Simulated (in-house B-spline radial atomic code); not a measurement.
Tl⁺. Computed with a B-spline radial atomic code. Model: non-relativistic spherical atom: semilocal Troullier-Martins pseudo-atom, one channel per l, against all electrons, high spin, G0W0 and RPA with empty states to l = 8, local potential for every l without a channel, a model core (radius 0 = none) keeps its share of the functional.

The core holds an angular momentum without a channel of its own, so the local potential lets valence electrons into it.

Without relativity these are model numbers for so heavy an element.

What the tables leave out is listed at the end.

The pseudopotential gives back the lowest level of each angular momentum of its own functional in the configuration it was made in; a second state of the same l is only approximately right. Exact exchange, RPA and GW see the smooth pseudo-orbitals and miss the exchange with the core, for which the functional's share stands in. The column with an uncorrelated core keeps all orbitals and exact exchange, and so separates missing core correlation from pseudisation. Only the three outermost levels and the lowest empty one were computed. RPA here is direct RPA, with no exchange kernel, and its energies carry an (l + 1/2)⁻⁴ tail. A hybrid on a potential with a model core restores only its own semilocal share of the core's exchange.

Command:
```bash
python run_psgw.py task.json out
```
Settings (lengths in bohr, energies in hartree):
```
Z                      81
electrons              80
configuration          [Xe] 4f14 5d10 6s2
generated_in           [Xe] 4f14 5d10 6s2 6p1
functional             pbe,pbe
core_shells            11
radius_factor          1
core_correction        True
ion_configuration      [Xe] 4f14 5d10 6s1
```

Cost of the run: 110 s on 1 thread of Arm Neoverse N1, with other jobs on the host.

Given: made with PBE; model core radius 0.747 bohr; local radius 1.162 bohr; mean-field start PBE.

Valence shells of the generating configuration: 5p, 5d, 6s, 6p.

Channel: s 2.386, p 0.946, d 1.102 (radii in bohr).

Computed: largest level miss in the spin-unpolarised generating configuration 0.04 eV; valence RPA correlation energy all-electron orbitals -1.0537 hartree; valence RPA correlation energy pseudo -1.3355 hartree; pseudo-atom RPA polarisability 24.922 bohr³; ionisation by mean-field all-electron 17.612 eV; ionisation by mean-field pseudo minus all 0.032 eV; ionisation by RPA all-electron 17.944 eV.

```csv
level,occupied,mean-field all-electron (eV),mean-field pseudo minus all (eV),G0W0 all-electron (eV),G0W0 uncorrelated core minus all (eV),G0W0 pseudo minus all (eV),exchange self-energy all-electron (eV),exchange self-energy pseudo (eV)
6s,1,-13.851,-0.025,-17.838,0.034,-1.039,-13.255,-13.384
5d,1,-25.334,-0.047,-31.687,0.107,0.586,-38.86,-30.915
6p (empty),0,-8.2569,-0.08,-5.7849,0.032,0.042,-4.0632,-3.1196
```

What is the ionisation by RPA pseudo minus all?

1.06 eV.

What is the all-electron RPA polarisability, core included?

24.91 bohr³.

Given: mean-field start PBE0.

Computed: valence RPA correlation energy all-electron orbitals -1.0003 hartree; valence RPA correlation energy pseudo -1.2669 hartree; all-electron RPA polarisability, core included 22.671 bohr³; pseudo-atom RPA polarisability 20.909 bohr³; ionisation by mean-field pseudo minus all 0.511 eV; ionisation by RPA pseudo minus all 1.184 eV.

| level | occupied | mean-field all-electron (eV) | mean-field pseudo minus all (eV) | G0W0 all-electron (eV) | G0W0 uncorrelated core minus all (eV) | G0W0 pseudo minus all (eV) | exchange self-energy all-electron (eV) | exchange self-energy pseudo (eV) |
| --- | --- | --- | --- | --- | --- | --- | --- | --- |
| 6s | 1 | -14.589 | -0.438 | -17.764 | 0.036 | -1.196 | -13.076 | -13.933 |
| 6p (empty) | 0 | -7.4912 | 0.133 | -5.739 | 0.03 | 0.199 | -3.7956 | -2.8585 |

What is the ionisation by mean-field all-electron?

17.306 eV.

What is the ionisation by RPA all-electron?

17.77 eV.

Among the listed levels the largest G0W0 shift of the pseudo-atom is -1.20 eV, for 6s on the PBE0 start, while leaving the core uncorrelated moves that level by +0.04 eV. So pseudisation and the lost core exchange, not the missing core correlation, make the error. Not in the tables (levels of low weight, unsolved or above zero; the highest and the empty levels are kept at any weight): on PBE the G0W0 levels 5p (pseudo minus all +2.19 eV, weights 0.05 and 0.01); on PBE0 the G0W0 levels 5d (pseudo minus all +0.92 eV, weights 0.85 and 0.83), 5p (pseudo minus all -3.51 eV, weights 0.05 and 0.22); no Hartree-Fock pseudo-atom is run with a model core.
